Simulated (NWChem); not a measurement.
System: MgF2; SMILES [F][Mg][F]

Here is an NWChem input.

```
start job
memory heap 200 mb stack 900 mb global 1100 mb
geometry units angstroms noautosym nocenter noautoz
  Mg     0.000000     0.000000    -0.047706
  F      1.735314     0.000000    -0.047666
  F     -1.735314     0.000000    -0.047666
end
basis spherical
  Mg library 6-31g*
  F library 6-31g*
end
dft
  xc b3lyp
  iterations 150
end
property
  shielding 2 1 2
end
task dft property
```

Output (shortened):

```
             Northwest Computational Chemistry Package (NWChem) 7.3.0
             --------------------------------------------------------

                             Geometry "geometry" -> ""
                             -------------------------

 Output coordinates in angstroms (scale by  1.889725989 to convert to a.u.)

  No.       Tag          Charge          X              Y              Z
 ---- ---------------- ---------- -------------- -------------- --------------
    1 Mg                  12.0000     0.00000000     0.00000000    -0.04770600
    2 F                    9.0000     1.73531400     0.00000000    -0.04766600
    3 F                    9.0000    -1.73531400     0.00000000    -0.04766600

 Effective nuclear repulsion energy (a.u.)      78.2186764690

                              NWChem Property Module
                              ----------------------

  itol2e modified to match energy
  convergence criterion.

                                 NWChem DFT Module
                                 -----------------

 Summary of "ao basis" -> "ao basis" (spherical)
 ------------------------------------------------------------------------------
       Tag                 Description            Shells   Functions and Types
 ---------------- ------------------------------  ------  ---------------------
 Mg                          6-31g*                  8       18   4s3p1d
 F                           6-31g*                  6       14   3s2p1d

  itol2e modified to match energy
  convergence criterion.

            General Information
            -------------------
          SCF calculation type: DFT
          Wavefunction type:  closed shell.
          No. of atoms     :     3
          No. of electrons :    30
           Alpha electrons :    15
            Beta electrons :    15
          Charge           :     0
          Spin multiplicity:     1
          Use of symmetry is: off; symmetry adaption is: off
          Maximum number of iterations: 150
          AO basis - number of functions:    46
                     number of shells:    20
          Convergence on energy requested:  1.00D-07
          Convergence on density requested:  1.00D-05
          Convergence on gradient requested:  5.00D-04

              XC Information
              --------------
                         B3LYP Method XC Potential
                     Hartree-Fock (Exact) Exchange  0.200
                        Slater Exchange Functional  0.800 local
                    Becke 1988 Exchange Functional  0.720 non-local
              Lee-Yang-Parr Correlation Functional  0.810
                  VWN I RPA Correlation Functional  0.190 local

             Grid Information
             ----------------
          Grid used for XC integration:  fine
          Radial quadrature: Mura-Knowles
          Angular quadrature: Lebedev.
          Tag              B.-S. Rad. Rad. Pts. Rad. Cut. Ang. Pts.
          ---              ---------- --------- --------- ---------
          Mg                  1.50      123           8.0       770
          F                   0.50       70           8.0       590
          Grid pruning is: on
          Number of quadrature shells:   263
          Spatial weights used:  Erf1

      Superposition of Atomic Density Guess
      -------------------------------------

 Sum of atomic energies:        -398.33988334

      Non-variational initial energy
      ------------------------------

 Total energy =    -398.153950
 1-e energy   =    -713.368489
 2-e energy   =     236.995863
 HOMO         =      -0.648924
 LUMO         =      -0.127171

   convergence    iter        energy       DeltaE   RMS-Dens  Diis-err
 ---------------- ----- ----------------- --------- --------- ---------
 d= 0,ls=0.0,diis     1   -399.7638628510 -4.78D+02  3.49D-02  1.10D+00
 d= 0,ls=0.0,diis     2   -399.4487098276  3.15D-01  2.01D-02  5.09D+00
 d= 0,ls=0.0,diis     3   -399.8865828524 -4.38D-01  5.86D-04  9.18D-04
 d= 0,ls=0.0,diis     4   -399.8866859046 -1.03D-04  9.15D-05  1.46D-04
 d= 0,ls=0.0,diis     5   -399.8867004553 -1.46D-05  2.99D-05  4.25D-06
 d= 0,ls=0.0,diis     6   -399.8867009090 -4.54D-07  1.96D-06  4.48D-08
 d= 0,ls=0.0,diis     7   -399.8867009130 -3.94D-09  3.48D-07  6.11D-10

         Total DFT energy =     -399.886700912961
      One electron energy =     -716.339731829837
           Coulomb energy =      275.885206866134
    Exchange-Corr. energy =      -37.650852418217
 Nuclear repulsion energy =       78.218676468960

 Numeric. integr. density =       30.000000000928

                       DFT Final Molecular Orbital Analysis
                       ------------------------------------

 Vector   13  Occ=2.000000D+00  E=-3.487614D-01
              MO Center= -2.7D-05,  1.2D-07, -4.8D-02, r^2= 3.4D+00
   Bfn.  Coefficient  Atom+Function         Bfn.  Coefficient  Atom+Function
  ----- ------------  ---------------      ----- ------------  ---------------
    23      0.332780  2 F  pz                37      0.332786  3 F  pz
    22      0.291675  2 F  py                36      0.291680  3 F  py
    27      0.241001  2 F  pz                41      0.241005  3 F  pz
    26      0.211232  2 F  py                40      0.211236  3 F  py
     9      0.110256  1 Mg pz                 8      0.096637  1 Mg py

 Vector   14  Occ=2.000000D+00  E=-3.449195D-01
              MO Center=  2.7D-05,  1.4D-07, -4.8D-02, r^2= 3.4D+00
   Bfn.  Coefficient  Atom+Function         Bfn.  Coefficient  Atom+Function
  ----- ------------  ---------------      ----- ------------  ---------------
    22      0.448788  2 F  py                36     -0.448780  3 F  py
    26      0.307617  2 F  py                40     -0.307612  3 F  py
    14      0.124858  1 Mg d -2              23     -0.064466  2 F  pz
    37      0.064465  3 F  pz                27     -0.044187  2 F  pz
    41      0.044187  3 F  pz

 Vector   15  Occ=2.000000D+00  E=-3.449195D-01
              MO Center=  2.7D-05, -1.4D-07, -4.8D-02, r^2= 3.4D+00
   Bfn.  Coefficient  Atom+Function         Bfn.  Coefficient  Atom+Function
  ----- ------------  ---------------      ----- ------------  ---------------
    23      0.448788  2 F  pz                37     -0.448780  3 F  pz
    27      0.307617  2 F  pz                41     -0.307612  3 F  pz
    17     -0.124858  1 Mg d  1              22      0.064466  2 F  py
    36     -0.064465  3 F  py                26      0.044187  2 F  py
    40     -0.044187  3 F  py

 Vector   16  Occ=0.000000D+00  E=-6.873825D-02
              MO Center= -3.1D-08, -1.3D-09, -4.8D-02, r^2= 4.6D+00
   Bfn.  Coefficient  Atom+Function         Bfn.  Coefficient  Atom+Function
  ----- ------------  ---------------      ----- ------------  ---------------
    10      0.869465  1 Mg s                  2     -0.212538  1 Mg s
     6      0.187754  1 Mg s                 18     -0.160431  1 Mg d  2
    21      0.134610  2 F  px                35     -0.134610  3 F  px
    24     -0.132690  2 F  s                 38     -0.132690  3 F  s
    16      0.092625  1 Mg d  0              25      0.080635  2 F  px

 Vector   17  Occ=0.000000D+00  E= 5.663045D-03
              MO Center= -5.5D-09, -9.4D-06, -4.8D-02, r^2= 6.8D+00
   Bfn.  Coefficient  Atom+Function         Bfn.  Coefficient  Atom+Function
  ----- ------------  ---------------      ----- ------------  ---------------
    12      0.810105  1 Mg py                 8      0.269237  1 Mg py
    22     -0.154803  2 F  py                36     -0.154803  3 F  py
    26     -0.148586  2 F  py                40     -0.148586  3 F  py
     4     -0.117066  1 Mg py                13     -0.062698  1 Mg pz

 Vector   18  Occ=0.000000D+00  E= 5.663045D-03
              MO Center= -5.5D-09,  9.4D-06, -4.8D-02, r^2= 6.8D+00
   Bfn.  Coefficient  Atom+Function         Bfn.  Coefficient  Atom+Function
  ----- ------------  ---------------      ----- ------------  ---------------
    13      0.810105  1 Mg pz                 9      0.269237  1 Mg pz
    23     -0.154803  2 F  pz                37     -0.154803  3 F  pz
    27     -0.148586  2 F  pz                41     -0.148586  3 F  pz
     5     -0.117066  1 Mg pz                12      0.062698  1 Mg py

     Multipole analysis of the density
     ---------------------------------

     L   x y z        total         alpha         beta         nuclear
     -   - - -        -----         -----         ----         -------
     0   0 0 0     -0.000000    -15.000000    -15.000000     30.000000

     1   1 0 0      0.000000      0.000000      0.000000      0.000000
     1   0 1 0     -0.000000     -0.000000     -0.000000      0.000000
     1   0 0 1     -0.000099      1.351539      1.351539     -2.703177

     2   2 0 0    -23.528502   -108.546636   -108.546636    193.564771
     2   1 1 0     -0.000000     -0.000000     -0.000000      0.000000
     2   1 0 1     -0.000000     -0.000000     -0.000000      0.000000
     2   0 2 0    -11.654837     -5.827418     -5.827418      0.000000
     2   0 1 1      0.000000      0.000000      0.000000      0.000000
     2   0 0 2    -11.654819     -5.949196     -5.949196      0.243572

          -----------------------------------------
          Chemical Shielding Tensors (GIAO, in ppm)
          -----------------------------------------

                                NWChem CPHF Module
                                ------------------

  scftype          =     RHF
  nclosed          =       15
  nopen            =        0
  variables        =      465
  # of vectors     =        3
  tolerance        = 0.10D-03
  level shift      = 0.00D+00
  max iterations   =       50
  max subspace     =       30

 SCF residual:    2.6250993537063359E-006

Iterative solution of linear equations
  No. of variables      465
  No. of equations        3
  Maximum subspace       30
        Iterations       50
       Convergence  1.0D-04

   iter   nsub   residual    time
   ----  ------  --------  ---------
     1      3    2.12D-01       5.6
     2      6    8.23D-03       6.4
     3      9    5.21D-04       7.0
     4     12    3.03D-05       7.8

      Atom:    1  Mg
        Diamagnetic
    711.7858     -0.0000      0.0000
     -0.0000    707.7121      0.0000
      0.0000      0.0000    707.7121

        Paramagnetic
     -0.0000      0.0000      0.0000
      0.0000   -206.2414     -0.0000
      0.0000     -0.0000   -206.2414

        Total Shielding Tensor
    711.7858      0.0000      0.0000
      0.0000    501.4707     -0.0000
      0.0000     -0.0000    501.4707

           isotropic =     571.5757
          anisotropy =     210.3150

          Principal Components and Axis System
                 1           2           3
              711.7858    501.4707    501.4707

      1         1.0000     -0.0000     -0.0000
      2         0.0000     -0.0054      1.0000
      3         0.0000      1.0000      0.0054

      Atom:    2  F
        Diamagnetic
    484.1389     -0.0000      0.0008
     -0.0000    461.8414     -0.0000
      0.0008     -0.0000    461.8414

        Paramagnetic
     -0.0000      0.0000      0.0021
      0.0000   -106.2479      0.0000
      0.0021      0.0000   -106.2478

        Total Shielding Tensor
    484.1389      0.0000      0.0028
      0.0000    355.5935      0.0000
      0.0028      0.0000    355.5936

           isotropic =     398.4420
          anisotropy =     128.5453

          Principal Components and Axis System
                 1           2           3
              484.1389    355.5936    355.5935

      1         1.0000     -0.0000      0.0000
      2         0.0000      0.0031      1.0000
      3         0.0000      1.0000     -0.0031
```

Level: B3LYP/6-31G* (spherical d), GIAO. All runs use the structure optimised with B3LYP/6-31G* (spherical d). The printed shielding anisotropy is the first printed principal value minus the mean of the other two.
